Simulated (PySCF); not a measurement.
Problem. Write Cartesian coordinates for SiEt4, `CC[Si](CC)(CC)CC` as optimised with PBE0-D3(BJ)/def2-SVP.

Solution. 
```xyz
29
C8H20Si angstrom
Si    -0.006    0.005    0.001
C      0.034   -0.019    1.894
C      0.617   -1.290    2.505
H     -0.997    0.141    2.257
H      0.602    0.863    2.237
H      0.613   -1.262    3.607
H      0.051   -2.185    2.201
H      1.661   -1.451    2.191
C      1.768   -0.016   -0.658
C      1.895    0.071   -2.176
H      2.259   -0.933   -0.285
H      2.312    0.820   -0.181
H      2.946    0.064   -2.507
H      1.393   -0.773   -2.676
H      1.438    0.994   -2.569
C     -0.890    1.574   -0.586
C     -0.181    2.878   -0.229
H     -1.910    1.566   -0.163
H     -1.027    1.500   -1.680
H     -0.735    3.762   -0.583
H     -0.057    2.988    0.860
H      0.826    2.926   -0.674
C     -0.932   -1.516   -0.644
C     -2.347   -1.689   -0.099
H     -0.321   -2.407   -0.415
H     -0.955   -1.452   -1.746
H     -2.836   -2.595   -0.493
H     -2.353   -1.771    1.000
H     -2.990   -0.834   -0.360
```

Any rigid rotation of these coordinates is as good. Atoms count from 1 in this order. All 4 C–C bonds measure 1.526 to 1.527 Å. All 4 C–Si bonds measure 1.893 to 1.894 Å. Si1 (silicon bonded to 4 C) is tetrahedral (angles from 109.2° to 109.9°).

Bonds between heavy atoms (Å): Si1–C2 1.894, Si1–C9 1.893, Si1–C16 1.894, Si1–C23 1.893, C2–C3 1.526, C9–C10 1.526, C16–C17 1.527, C23–C24 1.526.

Level of theory: PBE0-D3(BJ)/def2-SVP geometry optimisation, gas phase in PySCF 2.14.0.

Not checked by PBE0-D3(BJ)/def2-SVP frequencies. One conformer, not necessarily the lowest (C9–Si1–C2–C3 -65°, C2–Si1–C9–C10 -177°, C2–Si1–C16–C17 64°, C2–Si1–C23–C24 55°).
